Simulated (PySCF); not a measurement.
ScBr (singlet state).
Cartesian coordinates in Å at the PBE0-D3(BJ)/def2-SVP level; atoms count from 1:
```
atom  x, y, z in Å
Sc1    1.1833   -0.0039   -0.0016
Br2   -1.1806    0.0052   -0.0125
```

Computed with PySCF at PBE0/def2-SVPD, non-relativistic, on one gas-phase PBE0-D3(BJ)/def2-SVP geometry that isn't relaxed in the solvent. The solvent is an IEF-PCM continuum (Bondi radii, 1.10 Å for H, scaled by 1.2). The model holds no explicit solvent molecules, cavitation or dispersion. Spin–orbit coupling is left out although an atom past zinc is present.

Gas phase at PBE0/def2-SVPD: HOMO -4.96 eV, LUMO -2.52 eV, dipole 3.02 D.

Q: What does the continuum do to the energy, the frontier levels and the dipole at PBE0/def2-SVPD in water?

A: 
```csv
solvent,ε,E(solvent) − E(gas) (kcal/mol),polarisation term (kcal/mol),distortion of the solute (kcal/mol),HOMO (eV),LUMO (eV),dipole (D)
water,78.36,-7.64,-12.34,4.70,-4.23,-1.71,6.37
```

The polarisation term is half the interaction of the solute with the surface charges that it induces; the rest is the cost of distorting the solute's density. The sum is the electrostatic part of solvation alone.

Q: Which radius a makes the point-dipole formula ΔE = −[(ε − 1)/(2ε + 1)]·μ²/a³ give the value in water, with the gas-phase dipole?

A: μ = 1.190 au and |ΔE| = 0.01217 Eh give a = 2.04 Å; the farthest nucleus lies 1.18 Å from the centroid of the nuclei. The formula assumes a rigid point dipole at the centre of a sphere.

Q: Give the dipole vector in the frame of the coordinates (D, pointing from negative to positive charge), gas and water.

A: Gas (3.02, -0.01, 0.01), solvent (6.37, -0.02, 0.03). Its length changes by +111 % and its direction by less than 1°.

Q: How does the static polarisability (PBE0/def2-SVPD, frozen core, with the continuum's full static response) change?

A: 
```
medium  isotropic (au)  principal values (au)  ⟨r²⟩ of the electrons (bohr²)
   gas           126.7    120.5, 120.5, 139.1                          345.7
 water           253.4    155.8, 302.2, 302.2                          340.6
```

The isotropic value in water is 2.00 times the gas-phase one; no cavity-field correction is applied. ⟨r²⟩ is taken about the centre of nuclear charge.
